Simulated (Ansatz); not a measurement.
C2H6BFSSi, SMILES `C=CB(S)[SiH2]F`, relaxed with RKS PBE-D4/def2-SVP in Ansatz 0.2.0 from a rough embedded geometry. The force threshold is 0.03 eV/Å; the program also tests the step.

Total charge 0; spin multiplicity 1.

Start:

```xyz
12

C     2.206   -0.334   -0.201
C     0.958   -0.624   -0.383
B    -0.137    0.233    0.297
S     0.161    1.690    1.408
Si   -2.033   -0.215   -0.008
F    -2.317   -1.815    0.535
H     2.580    0.448    0.389
H     2.953   -1.003   -0.745
H     0.648   -1.494   -0.982
H     0.214    2.577    0.352
H    -2.886    0.696    0.761
H    -2.347   -0.157   -1.423
```

```tsv
step	energy (eV)	largest force (eV/Å)	largest move (Å)
1	-24252.8927	3.924	0.000
2	-24253.2884	1.294	0.193
3	-24253.4101	0.647	0.194
4	-24253.5642	1.289	0.196
5	-24253.7289	1.705	0.196
6	-24253.8933	1.290	0.200
7	-24254.0776	0.501	0.200
8	-24254.1106	0.656	0.152
9	-24254.1181	0.359	0.083
10 (rejected)	-24254.0795	0.517	0.122
11	-24254.1332	0.074	0.055
13	-24254.1370	0.055	0.057
15	-24254.1386	0.059	0.042
17	-24254.1395	0.062	0.054
19	-24254.1400	0.080	0.021
21	-24254.1407	0.058	0.028
23	-24254.1413	0.080	0.026
25	-24254.1421	0.111	0.036
27	-24254.1431	0.168	0.025
29	-24254.1455	0.176	0.086
31	-24254.1473	0.224	0.015
33	-24254.1497	0.163	0.147
35	-24254.1516	0.032	0.010
37	-24254.1524	0.057	0.075
38	-24254.1526	0.021	0.006
```

End:

```xyz
12

C     2.163   -0.359    0.163
C     0.907   -0.524   -0.316
B    -0.276    0.461   -0.090
S    -0.098    2.231    0.107
Si   -2.145   -0.301    0.057
F    -2.139   -1.754   -0.737
H     2.453    0.541    0.735
H     2.948   -1.123    0.037
H     0.681   -1.477   -0.831
H     1.258    2.333   -0.058
H    -2.524   -0.577    1.492
H    -3.227    0.549   -0.559
```

Run time 50 s (4 threads of an Arm Neoverse V2 on a shared host); peak host memory 0.2 GiB.
